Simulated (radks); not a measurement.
Species: Fe III. Configuration: [Ar] 3d6. Method: scalar-relativistic Kohn-Sham, r2SCAN, spin-unpolarised, spherical densities, finite nucleus; meta-GGA in the generalised Kohn-Sham scheme; Fermi nuclear charge, rms radius 3.7377 fm; computed with a radial shooting solver on a logarithmic mesh with Libxc functionals.

Unscreened Slater integrals over Kohn-Sham orbitals (cm^-1).

\begin{tabular}{lr}
integral & value \\ \hline
F0(3d,3d) & 189790 \\
F2(3d,3d) & 86843 \\
F4(3d,3d) & 53843 \\
F0(3d,3p) & 207870 \\
F2(3d,3p) & 97508 \\
G1(3d,3p) & 121070 \\
G3(3d,3p) & 73051 \\
F0(3d,3s) & 212800 \\
G2(3d,3s) & 91664 \\
F0(3d,2p) & 268080 \\
F2(3d,2p) & 48549 \\
G1(3d,2p) & 35129 \\
G3(3d,2p) & 19914 \\
F0(3p,3p) & 231200 \\
F2(3p,3p) & 115770 \\
F0(3p,3s) & 237200 \\
G1(3p,3s) & 157360 \\
F0(3p,2p) & 314560 \\
F2(3p,2p) & 61542 \\
G0(3p,2p) & 23823 \\
G2(3p,2p) & 24904 \\
F0(3s,3s) & 243770 \\
F0(3s,2p) & 324530 \\
G1(3s,2p) & 26224 \\
F0(2p,2p) & 851970 \\
F2(2p,2p) & 401240 \\
\end{tabular}

Derived for the open shells (J is the average intra-shell exchange parameter used in DFT+U). 3d: Racah B = F2/49 - 5 F4/441 = 1162 cm^-1, C = 35 F4/441 = 4273 cm^-1, C/B = 3.68, F4/F2 = 0.620, J = (F2 + F4)/14 = 10050 cm^-1.
